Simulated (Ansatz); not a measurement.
Consider the ligand exchange at a B–C bond: `BCBCC` + `C[Si](O)(O)O` → `BO[Si](C)(O)O` + `CBCC`.

Computed with Ansatz on PBE0-D4/def2-TZVP structures; ΔE is electronic, products minus reactants. CBS: MP2 limit from def2 TZ/QZ plus the TZ coupled-cluster correction, frozen cores. DFT in def2-TZVPP. B3LYP here is the variant with VWN-RPA as its local correlation; programs differ in this. Each species was taken in one conformer, which may not be the lowest.

(1) Is it downhill or uphill in electronic energy at CCSD(T)/CBS, and by how much? (An estimate is asked.)

(2) What do these levels give: r2SCAN-D4, PBE0-D4, B3LYP-D4, ωB97X-V, ωB97M-V, B2PLYP, r2SCAN, PBE0, MP2/def2-TZVPP, CCSD/def2-TZVPP, SCS-MP2/def2-QZVPP, CCSD/CBS(def2)? (Best estimate.)

Largest T1 diagnostic among the species: 0.012.

## Answers

(1) The calculation gave: Downhill: ΔE = -28.1 kcal/mol.

(2) Computed: r2SCAN-D4 -28.1, PBE0-D4 -27.3, B3LYP-D4 -29.8, ωB97X-V -28.4, ωB97M-V -28.4, B2PLYP -29.2, r2SCAN -28.0, PBE0 -27.0, MP2/def2-TZVPP -28.3, CCSD/def2-TZVPP -28.7, SCS-MP2/def2-QZVPP -28.8, CCSD/CBS(def2) -28.3 kcal/mol.

In def2-TZVPP, CCSD(T) changes the Hartree–Fock value by +2.5 kcal/mol (the triples alone add +0.2 kcal/mol) and MP2 by +2.8 kcal/mol.
